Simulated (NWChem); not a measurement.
## Basis-set dependence for H₂Ge

```xyz
3

Ge     0.0000     0.0000     0.0664
H     -1.1425     0.0000    -1.0616
H      1.1425     0.0000    -1.0616
```
Charge 0, spin multiplicity 1.

The numbers come from NWChem runs, not from measurements. All single points use one geometry, from B3LYP/def2-SVP, a minimum by its harmonic frequencies.

Hartree-Fock energies in Ha, correlation energies in mHa.

The Hamiltonian is non-relativistic. The correlated methods keep 9 core orbitals frozen. The Pople sets run with spherical d functions. The structure started from a generated list of species. Coupled-cluster values serve here as a point of comparison, not as the truth.

```json
[
 {"basis": "6-31G*", "functions": "36", "RHF": "-2076.18310", "MP2": "-232.9", "SCS-MP2": "-220.3", "CCSD": "-241.9", "CCSD+T(CCSD)": "-246.7", "CCSD(T)": "-246.2", "CR-CCSD[T]": "-245.9", "CR-CCSD(T)": "-245.5"},
 {"basis": "def2-SVP", "functions": "42", "RHF": "-2076.21134", "MP2": "-216.7", "SCS-MP2": "-209.7", "CCSD": "-231.5", "CCSD+T(CCSD)": "-238.1", "CCSD(T)": "-237.4", "CR-CCSD[T]": "-237.0", "CR-CCSD(T)": "-236.4"},
 {"basis": "def2-TZVP", "functions": "60", "RHF": "-2076.47579", "MP2": "-232.0", "SCS-MP2": "-225.6", "CCSD": "-249.2", "CCSD+T(CCSD)": "-257.9", "CCSD(T)": "-257.1", "CR-CCSD[T]": "-256.5", "CR-CCSD(T)": "-255.8"},
 {"basis": "def2-QZVP", "functions": "135", "RHF": "-2076.51830", "MP2": "-296.7", "SCS-MP2": "-286.6", "CCSD": "not run", "CCSD+T(CCSD)": "not run", "CCSD(T)": "not run", "CR-CCSD[T]": "not run", "CR-CCSD(T)": "not run"}
]
```

From def2-TZVP to def2-QZVP the Hartree-Fock energy moves by -42.5 mHa and the MP2 correlation energy by -64.7 mHa, which is 22 % of its value in the larger set.
